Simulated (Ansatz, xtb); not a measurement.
## Relative energy of two structures of CH4SSn

Structure I is a singlet given by its coordinates and structure II is `[CH3][SnH]=[S]`, a singlet. Both are isolated molecules in the gas phase, relaxed with BLYP-D3(BJ)/def2-SVP.

I (Å):

| atom | x (Å) | y (Å) | z (Å) |
| --- | --- | --- | --- |
| C | 0.1785 | 0.3652 | 1.6369 |
| S | 0.1554 | 1.3144 | 0.0420 |
| Sn | -1.5951 | 0.3545 | -1.4259 |
| H | 1.1854 | -0.0750 | 1.7706 |
| H | -2.0517 | -0.8900 | -0.1801 |
| H | -0.0204 | 1.0682 | 2.4686 |
| H | -0.5832 | -0.4343 | 1.6302 |

Close contacts (Å): C1–S2 1.86, S2–Sn3 2.48, C1–H4 1.11, C1–H6 1.11, C1–H7 1.10, Sn3–H5 1.82.

II (Å):

| atom | x (Å) | y (Å) | z (Å) |
| --- | --- | --- | --- |
| C | -1.8302 | -0.0500 | -1.4810 |
| S | -3.1971 | -2.9831 | -3.7786 |
| Sn | -1.5438 | -1.8213 | -2.7505 |
| H | -1.4295 | -0.2654 | -0.4718 |
| H | -2.9102 | 0.1752 | -1.4295 |
| H | -1.2766 | 0.8001 | -1.9240 |
| H | 0.1591 | -2.2243 | -2.8656 |

Quicker runs give these differences E(II) − E(I): GFN2-xTB +33.2 kcal/mol; HF/STO-3G +6.4 kcal/mol (at GFN2-xTB geometries); r2SCAN-D4/def2-SVP +12.7 kcal/mol (at GFN2-xTB geometries).

Problem. Estimate E(II) − E(I) at the level CCSD(T)/def2-TZVP.

Solution. Calculated at CCSD(T)/def2-TZVP: E(II) − E(I) = +7.8 kcal/mol, so structure I lies lower.

How the difference moves with the method:

```json
{"level": "GFN2-xTB", "geometry": "GFN2-xTB", "E(II) − E(I) (kcal/mol)": "+33.2", "departure from the last row (kcal/mol)": "+25.4", "job, with rough time for the two": "optimisation, 0.24 s"}
{"level": "HF/STO-3G", "geometry": "GFN2-xTB", "E(II) − E(I) (kcal/mol)": "+6.4", "departure from the last row (kcal/mol)": "−1.4", "job, with rough time for the two": "single point, 1.1 s"}
{"level": "r2SCAN-D4/def2-SVP", "geometry": "GFN2-xTB", "E(II) − E(I) (kcal/mol)": "+12.7", "departure from the last row (kcal/mol)": "+4.9", "job, with rough time for the two": "single point, 4.2 s"}
{"level": "BLYP-D3(BJ)/def2-SVP", "geometry": "BLYP-D3(BJ)/def2-SVP", "E(II) − E(I) (kcal/mol)": "+16.4", "departure from the last row (kcal/mol)": "+8.6", "job, with rough time for the two": "optimisation, 43 s"}
{"level": "HF/def2-TZVP", "geometry": "BLYP-D3(BJ)/def2-SVP", "E(II) − E(I) (kcal/mol)": "+11.7", "departure from the last row (kcal/mol)": "+3.9", "job, with rough time for the two": "part of the CCSD(T) run"}
{"level": "MP2/def2-TZVP", "geometry": "BLYP-D3(BJ)/def2-SVP", "E(II) − E(I) (kcal/mol)": "+8.0", "departure from the last row (kcal/mol)": "+0.2", "job, with rough time for the two": "part of the CCSD(T) run"}
{"level": "CCSD(T)/def2-TZVP", "geometry": "BLYP-D3(BJ)/def2-SVP", "E(II) − E(I) (kcal/mol)": "+7.8", "departure from the last row (kcal/mol)": "", "job, with rough time for the two": "single point, 92 s"}
```

None of the levels shown reverses the order. The largest departure from CCSD(T)/def2-TZVP is that of GFN2-xTB, 25.4 kcal/mol.

With harmonic frequencies from BLYP-D3(BJ)/def2-SVP (ideal gas, rigid rotor, one conformer each, 400 K, 1 atm): on the last row, ΔE + ΔZPE = +7.0, ΔH = +7.3, ΔG = +6.9 kcal/mol.

The T1 diagnostic of structure II is large, so the coupled-cluster value is less sure. The correlated steps freeze 10 core orbitals; the filled d shell of Sn is correlated, in a basis made for valence electrons. Atoms past krypton carry core potentials in the def2 sets, other sets are all-electron and non-relativistic, and no spin–orbit term is included. Programs: Ansatz 0.2.0, xtb 6.7.1; the last row on 1 thread of Arm Neoverse V1 on a shared host.
